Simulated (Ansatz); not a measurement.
Basis sets compared for Sn₅⁻. The state is a doublet with charge -1. Geometry PBE-D4/def2-SVPD. Ansatz on 4 threads of Intel Xeon on a shared host; times are rough, and most runs start from earlier orbitals.

```xyz
5

Sn    1.155   -0.440   -1.175
Sn   -0.887    1.544   -1.560
Sn   -1.634   -0.909    0.077
Sn    0.375    1.383    1.198
Sn    0.991   -1.578    1.460
```

In the def2 sets Sn takes a core potential; there is no spin–orbit coupling. The structure comes from a short search, and lower isomers may exist.

| level | functions | energy (Eh) | HOMO (eV) | LUMO (eV) | wall time |
| --- | --- | --- | --- | --- | --- |
| PBE-D4/def2-SVPD | 160 | -1071.7655 | -0.84 | -0.52 | 9.5 s |
| PBE0-D4/def2-SVPD | 160 | -1071.7917 | -1.56 | 0.08 | 18 s |

Task: Estimate the rows for PBE-D4/def2-TZVPD (with forces), PBE0-D4/def2-TZVPD.

Result: 
```
                          level  functions  energy (Eh)  HOMO (eV)  LUMO (eV)  wall time
PBE-D4/def2-TZVPD (with forces)        280   -1071.7947      -0.87      -0.55       18 s
             PBE0-D4/def2-TZVPD        280   -1071.8183      -1.60       0.06       49 s
```
